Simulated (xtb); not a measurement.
xtb input (GFN2-xTB):

```bash
xtb mol.xyz --gfn 2 --ohess tight --chrg -1 --uhf 0
```
mol.xyz:
```
12

Si     0.25228072    -1.14876126     0.81848524
O      1.59848202    -0.22571456     0.42094267
Si     2.73767884     0.62601074    -0.32575790
O     -1.09446795    -0.50856319     0.20702086
Si    -2.15861065     0.29222662    -0.66995703
H      0.17426495    -1.00924277     2.28615267
H      0.40987906    -2.41639199     0.28787587
H      2.13213668     1.64133551    -1.13647818
H      3.53345845     1.16101561     0.83555746
H     -2.92443392     1.12914322     0.32769657
H     -1.57755019     1.10696747    -1.71994889
H     -3.07104654    -0.76731288    -1.23199740
```

End of the output:

```
   ------------------------------------------------------------------------
    298.15    0.102158E-01    0.726272E-01    0.448370E-01    0.277902E-01
   ------------------------------------------------------------------------

         :::::::::::::::::::::::::::::::::::::::::::::::::::::
         ::                  THERMODYNAMIC                  ::
         :::::::::::::::::::::::::::::::::::::::::::::::::::::
         :: total free energy         -17.218265947313 Eh   ::
         ::.................................................::
         :: total energy              -17.246056183914 Eh   ::
         :: zero point energy           0.062411424129 Eh   ::
         :: G(RRHO) w/o ZPVE           -0.034621187529 Eh   ::
         :: G(RRHO) contrib.            0.027790236601 Eh   ::
         :::::::::::::::::::::::::::::::::::::::::::::::::::::

optimized geometry written to: xtbopt.xyz

           -------------------------------------------------
          | TOTAL ENERGY              -17.246056183914 Eh   |
          | TOTAL ENTHALPY            -17.173428949022 Eh   |
          | TOTAL FREE ENERGY         -17.218265947313 Eh   |
          | GRADIENT NORM               0.000309500110 Eh/α |
          | HOMO-LUMO GAP               1.928185828075 eV   |
           -------------------------------------------------

------------------------------------------------------------------------
------------------------------------------------------------------------
 total:
 SCF:
 ANC optimizer:
 analytical hessian:
```

It need not be the lowest isomer of its formula. Whether it binds its extra electron was not tested at this geometry.
